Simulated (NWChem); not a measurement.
System: HSO3 cation; SMILES O=S(=O)=[OH+]

```xyz
5

O     -1.4537     0.1712     0.0000
S     -0.0470    -0.0968     0.0000
O      0.7028    -1.3103     0.0000
O      0.8947     1.1463     0.0000
H      0.4166     2.0180     0.0000
```
Atoms are numbered in this order, from 1.

Results from NWChem. Geometry: optimised at B3LYP/6-31G* (spherical d). GIAO values for the isolated, static molecule; σ is the absolute isotropic shielding, δ = σ(reference) − σ with the isolated reference molecule computed at the same levels (1H: tetramethylsilane, 17O: water).

**Question.** Estimate the computed values for PBE/pcSseg-1. Quantities: δ O1 (ppm); σ S2 (ppm); δ O3 (ppm); δ O4 (ppm); δ H5 (ppm).

**Answer.** 
```yaml
"δ O1 (ppm)": 457.0
"σ S2 (ppm)": 94.7
"δ O3 (ppm)": 418.7
"δ O4 (ppm)": 296.5
"δ H5 (ppm)": 10.22
```
